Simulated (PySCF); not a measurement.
Molecule: C8H7F, SMILES c1c(c(F)ccc1)C=C. Atoms near the plane z = 0.0 Å, at the GFN2-xTB optimised geometry (x, y, z in Å): C1 (-2.6, -1.0, 0.0), C2 (-1.7, 0.0, 0.0), C3 (-0.3, -0.1, 0.0), C4 (0.4, -1.3, 0.0), C5 (1.8, -1.3, 0.0), C6 (2.5, -0.1, 0.0), C7 (1.9, 1.1, 0.0), C8 (0.5, 1.1, 0.0), F9 (-0.1, 2.3, 0.0), H10 (-2.2, -2.1, 0.0), H11 (-3.6, -0.9, 0.0), H12 (-2.1, 1.0, 0.0), H13 (-0.1, -2.2, 0.0), H14 (2.4, -2.3, 0.0), H15 (3.6, -0.2, 0.0), H16 (2.4, 2.0, 0.0).

Computed with CAM-B3LYP/def2-TZVP (PySCF). Cells within 0.4 Å of a nucleus heavier than hydrogen are left out (blank, or x). The values are rescaled to run from 0 to 1.

```
|55555555555555555555555555555|
|55555555555555555555555555555|
|55555555555555555555555555555|
|55555555555555555555555555555|
|55555555555555555555555555555|
|55555555555555555555555555555|
|55555555555555555555555555555|
|55555555555567865555555555555|
|55555555555576x96555555555555|
|5555555555558xx96664255555555|
|55555555555569666652465555555|
|555555555565666x53xx665555555|
|555555555046663x63xx665555555|
|55555555632565146662466555555|
|5555555667x32xx66666x10455555|
|5555565651755x356662x34555555|
|55555301x36666246651566555555|
|55555654x466666x41xx665555555|
|55555566336556265581565555555|
|55555556505555056660355555555|
|55555555565556565565655555555|
|55555555555555555555555555555|
|55555555555555555555555555555|
|55555555555555555555555555555|
|55555555555555555555555555555|
|55555555555555555555555555555|
|55555555555555555555555555555|
|55555555555555555555555555555|
|55555555555555555555555555555|
```
Scale: ten equal steps from 0.000 (start of '0') to 1.00 (end of '9'), in the order '0123456789'; x runs from -6.00 to 6.00, y from -6.00 (bottom) to 6.00 (top).

Task: Which quantity is mapped?
A) Laplacian of the electron density
B) electrostatic potential
C) an orbital amplitude
D) electron localisation function

Result: A, Laplacian of the electron density. In full: Laplacian of the electron density (e/bohr⁵), clipped to [-1.50, 1.50].
